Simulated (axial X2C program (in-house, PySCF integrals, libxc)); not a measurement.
# Low determinants of ZrGe at the PBE0 level, spin-free

All values were computed with an in-house relativistic program for diatomic molecules. Spin-free means the one-electron spin-free X2C Hamiltonian. Basis: Zr dyall-cv3z [11s12p9d6f3g], Ge dyall-cv3z [9s9p7d4f1g] (cores contracted in-house); Gaussian nuclei, density fitting, unrestricted open shells. Masses: Zr 89.905 u, Ge 73.921 u.

Search at 2.605 Å (vertical energies from the lowest determinant):

```tsv
ΔE (eV)	state	electrons beyond evenly filled partner blocks	electrons in σ, π, δ, φ
0.00	M_S = 2, Λ = 2	σα, π+α, π-α, δ+α	33 30 9 0
0.44	M_S = 1, Λ = 1	σα, π+α, π+β, π-α	33 31 8 0
0.55	M_S = 1, Λ = 1	π+α, π-α, π-β, δ+α	32 31 9 0
0.55	M_S = 1, Λ = 3	π+α, π+β, π-α, δ+α	32 31 9 0
0.59	M_S = 2, Λ = 1	2 × σα, π+α, π-α, π-β, δ+α	32 31 9 0
0.59	M_S = 2, Λ = 3	2 × σα, π+α, π+β, π-α, δ+α	32 31 9 0
0.63	M_S = 3, Λ = 0	2 × σα, π+α, π-α, δ+α, δ-α	32 30 10 0
```

Lowest determinant, M_S = 2, Λ = 2 (beyond evenly filled blocks: σα, π+α, π-α, δ+α): Re = 2.571 Å, ωe = 260.3 cm⁻¹.

The determinant in row 2 of the search, M_S = 1, Λ = 1 (beyond evenly filled blocks: σα, π+α, π+β, π-α), was followed along the bond at PBE0; measured from the minimum of the lowest determinant it gives:

Te = 0.306 eV (2465 cm⁻¹), Re = 2.438 Å, ωe = 307.1 cm⁻¹.

Task: Compare the bond of the determinant in row 2 with that of the lowest one.

Result: At PBE0 its Re is 0.133 Å shorter and its force constant, which goes as ωe², is 1.39 times that of the lowest determinant. This determinant mixes spin states, so it has no term energy of its own.

The search compares states at one distance, so a state with another bond length can lie lower; it is not exhaustive and yields mostly the lowest determinant of each block pattern, so other components and higher states of one pattern are missing. These are energies of single determinants, not of spin-adapted states; PBE0 term energies can be off by some tenths of an eV, and the functional has no current term. The lowest determinant need not be the ground state where others lie within half an eV. Row 2 is spin-contaminated (⟨S²⟩ = 2.01 against 2.00), so its values are not those of a pure state.
